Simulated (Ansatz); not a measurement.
Ansatz (a first-principles code) input (CCSD(T)/6-31G):

Ansatz 0.2 input:
```yaml
crystal:
  periodic: [false, false, false]
  atoms:
    - {symbol: C, position_ang: [-0.00000000, -0.00000000, -0.76527862]}
    - {symbol: F, position_ang: [0.00000000, 0.00000000, 0.51018575]}
basis:
  gaussian:
    orbitals: 6-31G
magnetization: {spin_polarized: true, initial_magnetization: 1}
correlation: {method: ccsd_t, electrons: outside_noble_gas}
```

End of the output:

```
integrals: 0.00 GiB planned
202 factors; integrals over basis functions are off by at most 1.8e-4 eV
mean field: 0.04 GiB planned
mean field evaluation 1: about -3730.5846 eV, gradient 1.0e1 eV
mean field evaluation 2: about -3730.5923 eV, gradient 1.0e1 eV
mean field evaluation 4: about -3731.2507 eV, gradient 2.0e0 eV
mean field evaluation 8: about -3731.2892 eV, gradient 2.1e-3 eV
mean field evaluation 16: about -3731.2416 eV, gradient 2.0e0 eV
mean field evaluation 32: about -3731.2839 eV, gradient 2.0e-1 eV
mean field -3731.28918022 eV, -137.1223482144 hartree, gradient 3.0e-6 eV, S^2 0.755423; 4 other end points of the search recorded, 0 dependent functions left out
2 core orbitals not correlated
reference -3731.28918022 eV, -137.1223482144 hartree; 6, 5 occupied and 10, 11 virtual orbitals, 202 factors
second order -4.75191094 eV of doubles, -0.00000000 eV of singles
coupled cluster: 0.05 GiB planned
cycle   1  -4.70744559 eV  change    4.4e-2 eV  update   8.7e-2
cycle   2  -4.94400453 eV  change   -2.4e-1 eV  update   2.9e-2
cycle   3  -5.03669704 eV  change   -9.3e-2 eV  update   1.8e-2
cycle   4  -5.03269836 eV  change    4.0e-3 eV  update   3.1e-3
cycle   5  -5.03228562 eV  change    4.1e-4 eV  update   1.1e-3
cycle   6  -5.03241498 eV  change   -1.3e-4 eV  update   3.6e-4
cycle   7  -5.03230124 eV  change    1.1e-4 eV  update   1.2e-4
cycle   8  -5.03233693 eV  change   -3.6e-5 eV  update   4.9e-5
cycle   9  -5.03234707 eV  change   -1.0e-5 eV  update   1.5e-5
cycle  10  -5.03234586 eV  change    1.2e-6 eV  update   4.6e-6
perturbative correction -0.12740790 eV, -0.0046821538 hartree
Total energy: -3736.44893397 eV, -137.3119656675 hartree
```
